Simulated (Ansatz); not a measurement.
A structure relaxed at PBE0-D4/def2-TZVP, charge 0, multiplicity 1:

```xyz
15

F     1.792   -0.875   -0.682
C     1.035    0.292   -0.659
C    -0.338    0.031   -1.240
C    -1.161   -0.588   -0.092
C    -0.328   -0.368    1.187
C     0.756    0.616    0.800
F     0.258    1.913    0.845
H     1.606    1.071   -1.168
H    -0.268   -0.605   -2.123
H    -0.766    0.986   -1.553
H    -2.138   -0.111   -0.017
H    -1.338   -1.651   -0.258
H     0.150   -1.298    1.504
H    -0.909    0.009    2.030
H     1.650    0.579    1.426
```

Give its formula and SMILES.

C5H8F2, `F[C@H]1CCC[C@@H]1F`.

Point group (tolerance 0.08 Å, 0.16 Å for H)?

C2.

Summarise the bond lengths by kind.

2 × C–F 1.391 Å; 5 × C–C 1.514 to 1.542 Å; 8 × C–H 1.090 to 1.092 Å.

All numbers were calculated with Ansatz.
